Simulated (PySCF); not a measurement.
CH4Cl2O2Si (SMILES CO[Si](O)(Cl)Cl), singlet, at a GFN2-xTB geometry; DF-HF/def2-TZVPPD (PySCF).

The PySCF input:
```python
from pyscf import gto, scf

mol = gto.Mole()
mol.atom = '''
    C    -2.34664091   -0.69189172    0.95092571
    O    -1.32758387    0.22445424    0.62927177
    Si    0.18230072   -0.02934997    0.14694135
    O     0.93116311   -0.96146058    1.24269982
    Cl    0.96299959    1.80436385    0.06015925
    Cl    0.25448447   -0.95445531   -1.64923101
    H    -2.03257051   -1.33024437    1.77697453
    H    -2.58735459   -1.31382924    0.08720699
    H    -3.22133331   -0.11214816    1.24251380
    H     1.84303081   -1.23392308    1.16901860
'''
mol.basis = 'def2-tzvppd'
mol.verbose = 4
mol.max_memory = 1800
mol.build()

mf = scf.RHF(mol)
mf = mf.density_fit(auxbasis='def2-universal-jkfit')
mf.kernel()
```

The log (banner, timings and long lists left out):

```
PySCF version 2.14.0

[INPUT] verbose = 4
[INPUT] num. atoms = 10
[INPUT] num. electrons = 74
[INPUT] charge = 0
[INPUT] spin (= nelec alpha-beta = 2S) = 0
[INPUT] symmetry False subgroup None
[INPUT] Mole.unit = angstrom
[INPUT] Symbol           X                Y                Z      unit          X                Y                Z       unit  Magmom
[INPUT]  1 C     -2.346640910000  -0.691891720000   0.950925710000 AA   -4.434508632600  -1.307485858654   1.796989156708 Bohr   0.0
[INPUT]  2 O     -1.327583870000   0.224454240000   0.629271770000 AA   -2.508769921690   0.424157041097   1.189151303220 Bohr   0.0
[INPUT]  3 Si     0.182300720000  -0.029349970000   0.146941350000 AA    0.344498433111  -0.055463405064   0.277678907874 Bohr   0.0
[INPUT]  4 O      0.931163110000  -0.961460580000   1.242699820000 AA    1.759643255198  -1.816897175765   2.348362314846 Bohr   0.0
[INPUT]  5 Cl     0.962999590000   1.804363850000   0.060159250000 AA    1.819805483168   3.409753505566   0.113684506359 Bohr   0.0
[INPUT]  6 Cl     0.254484470000  -0.954455310000  -1.649231010000 AA    0.480905951255  -1.803659134037  -3.116594925040 Bohr   0.0
[INPUT]  7 H     -2.032570510000  -1.330244370000   1.776974530000 AA   -3.841001592768  -2.513797538045   3.357995192028 Bohr   0.0
[INPUT]  8 H     -2.587354590000  -1.313829240000   0.087206990000 AA   -4.889391562236  -2.482777438045   0.164797327248 Bohr   0.0
[INPUT]  9 H     -3.221333310000  -0.112148160000   1.242513800000 AA   -6.087437711839  -0.211929307774   2.348010787993 Bohr   0.0
[INPUT] 10 H      1.843030810000  -1.233923080000   1.169018600000 AA    3.482823470035  -2.331776679980   2.209124988522 Bohr   0.0

nuclear repulsion = 478.838114860763
number of shells = 119
number of NR pGTOs = 451
number of NR cGTOs = 335
basis = def2-tzvppd
ecp = {}

******** <class 'pyscf.df.df_jk.DFRHF'> ********
method = DFRHF
initial guess = minao
damping factor = 0
level_shift factor = 0
DIIS = <class 'pyscf.scf.diis.CDIIS'>
diis_start_cycle = 1
diis_space = 8
diis_damp = 0
SCF conv_tol = 1e-09
SCF conv_tol_grad = None
SCF max_cycles = 50
direct_scf = False
Set gradient conv threshold to 3.16228e-05
Initial guess from minao.
******** <class 'pyscf.df.df.DF'> ********
auxbasis = def2-universal-jkfit
init E= -1399.0998059357
  HOMO = -0.377660351778228  LUMO = 0.0195137342972798  gap/eV = 10.80766
cycle= 1 E= -1398.07535468693  delta_E= 1.02  |g|= 0.742  |ddm|= 2.51
  HOMO = -0.445061074791264  LUMO = 0.0414717575582744  gap/eV = 13.23923
cycle= 2 E= -1398.16156252658  delta_E= -0.0862  |g|= 0.427  |ddm|= 0.875
  HOMO = -0.45973733467397  LUMO = 0.0457105476155258  gap/eV = 13.75394
cycle= 3 E= -1398.19204807301  delta_E= -0.0305  |g|= 0.0582  |ddm|= 0.296
  HOMO = -0.460015378569874  LUMO = 0.0467967180915666  gap/eV = 13.79106
cycle= 4 E= -1398.19299955917  delta_E= -0.000951  |g|= 0.016  |ddm|= 0.0796
  HOMO = -0.460603416008578  LUMO = 0.0466320397836499  gap/eV = 13.80258
cycle= 5 E= -1398.19307654499  delta_E= -7.7e-05  |g|= 0.00464  |ddm|= 0.0189
  HOMO = -0.460500673766682  LUMO = 0.046650407128056  gap/eV = 13.80028
cycle= 6 E= -1398.19308509451  delta_E= -8.55e-06  |g|= 0.00136  |ddm|= 0.00626
  HOMO = -0.46059803180078  LUMO = 0.0466506100374668  gap/eV = 13.80294
cycle= 7 E= -1398.19308617361  delta_E= -1.08e-06  |g|= 0.000486  |ddm|= 0.00221
  HOMO = -0.460586894113884  LUMO = 0.0466524133452648  gap/eV = 13.80268
cycle= 8 E= -1398.19308629201  delta_E= -1.18e-07  |g|= 0.00015  |ddm|= 0.000639
  HOMO = -0.460594183487004  LUMO = 0.0466526700161918  gap/eV = 13.80289
cycle= 9 E= -1398.19308630412  delta_E= -1.21e-08  |g|= 4.27e-05  |ddm|= 0.000254
  HOMO = -0.460595347293085  LUMO = 0.0466521067106414  gap/eV = 13.80291
cycle= 10 E= -1398.19308630472  delta_E= -6e-10  |g|= 1.55e-05  |ddm|= 6.19e-05
  HOMO = -0.460595430893485  LUMO = 0.0466523340326708  gap/eV = 13.80291
Extra cycle  E= -1398.19308630478  delta_E= -6.37e-11  |g|= 8.75e-06  |ddm|= 2.15e-05
converged SCF energy = -1398.19308630478
```
